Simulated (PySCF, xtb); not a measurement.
GaH₇OSi₂, SMILES [SiH3][Ga]([SiH3])[OH].

xtb with GFN2-xTB at its own geometry gives an orbital gap of 3.13 eV and a dipole moment of 0.26 D.

Coordinates come from a TPSSh-D3(BJ)/def2-SVP optimisation. The values are those of a single conformer.

Problem. What does PySCF with B3LYP/def2-TZVP give? (Estimate from the structure and the level; the computed values follow.)

Solution. gap 4.99 eV (levels -7.04 and -2.05 eV), dipole 1.30 D.
